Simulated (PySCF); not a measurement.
# Ca⁺: ionisation energy

Ca⁺ [Ar] 4s1 (2S) → Ca²⁺ [Ar] (1S), as a difference of total energies. Computed with PySCF 2.14 in x2c-QZVPPall (11s7p4d3f, 73 functions), with scalar relativity by spin-free X2C-1e. Correlated levels: valence and next inner shell: [Ne] frozen. The calculations carry no spin-orbit coupling.

| method | ionisation energy (eV) | error (eV) |
| --- | --- | --- |
| UHF | 11.357 | -0.515 |
| LDA | 12.158 | +0.286 |
| PBE | 12.032 | +0.160 |
| PBE0 | 11.918 | +0.046 |
| r2SCAN | 11.707 | -0.165 |
| CAM-B3LYP | 12.085 | +0.213 |
| BHandHLYP | 11.934 | +0.062 |
| M06-2X | 11.862 | -0.010 |
| BP86 | 12.039 | +0.167 |
| MP2 (valence and next inner shell) | 11.827 | -0.045 |
| SCS-MP2 (valence and next inner shell) | 11.739 | -0.133 |

Reference: 11.872 eV (measured; NIST Atomic Spectra Database, ionization energies).

Errors of the correlated levels include the incompleteness of this basis and the frozen core.
